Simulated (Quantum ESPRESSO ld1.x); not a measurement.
Hf55+, configuration [Ne] 3s2 3p5 (the NIST ground configuration). Calculated with ld1.x of Quantum ESPRESSO 7.5: Dirac Kohn-Sham, revPBE, spin-unpolarised, spherical densities, point nucleus; open shells are shared between the two j in proportion to 2j + 1.

Radial electron density D(r) = 4 pi r^2 rho(r):

```
   r/bohr * D(r) (the largest magnitude, 120, reaches the edge; | marks zero)
 0.002053 |        *
 0.002547 |            *
 0.003162 |                *
 0.003924 |                     *
  0.00487 |                          *
 0.006044 |                                *
 0.007501 |                                      *
  0.00931 |                                          *
  0.01155 |                                             *
  0.01434 |                                             *
   0.0178 |                                           *
  0.02209 |                                        *
  0.02741 |                                        *
  0.03402 |                                           *
  0.04223 |                                                 *
  0.05241 |                                                      *
  0.06505 |                                                   *
  0.08073 |                                      *
   0.1002 |                         *
   0.1243 |                   *
   0.1543 |                     *
   0.1915 |                    *
   0.2377 |             *
    0.295 |    *
   0.3662 |*
   0.4545 *
    0.564 *
```

D(r) has 3 maxima, at r = 0.0129, 0.0545, 0.171 bohr, and minima at 0.0259, 0.127 bohr, inside which lie 2.06, 10.51 electrons.
